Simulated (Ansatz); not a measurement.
The same path of CH2FSi2 (6 atoms, charge 1, multiplicity 1) was run twice with different band settings. Lost on the way: Si4–H6. Made: C3–H6.

Method: Ansatz 0.2.0, RKS revPBE-D4/def2-SVPD.

Relaxed end points:

```xyz
6
Properties=species:S:1:pos:R:3
F -0.887 -2.382 0.839
Si -0.516 -0.812 0.895
C 0.170 -0.063 -0.520
Si 0.744 1.361 -1.145
H -0.836 -0.227 2.219
H 1.325 2.123 -2.288
```

```xyz
6
Properties=species:S:1:pos:R:3
F -0.614 -2.101 0.250
Si -0.337 -0.542 0.575
C 0.353 0.528 -0.633
Si 0.756 2.258 -0.539
H -0.731 -0.187 1.959
H 0.574 0.043 -1.612
```

Common settings: movable images 7; climbing image yes; spring 5.0 eV/Å²; optimiser quadratic models (default); force threshold 0.03 eV/Å; iteration limit 60; end points relaxed.

| run | start path |
| --- | --- |
| 1 | through a guess of the saddle point |
| 2 | straight line |

Q: What does each run give, and how far can it be trusted?

A: Run 1: converged after 19 iterations, highest image 0.488 eV above the first end. A vibrational analysis at the climbing image gives one clearly imaginary mode, 637i cm⁻¹: a first-order saddle point.
Run 2: converged after 14 iterations, highest image 0.488 eV above the first end. Another band between the same ends (7 images) ends at a top of the same energy, where a vibrational analysis finds 1 clearly imaginary mode.
The orbitals stay closed-shell, which can raise the energy where a bond breaks towards radicals; this wasn't checked here.
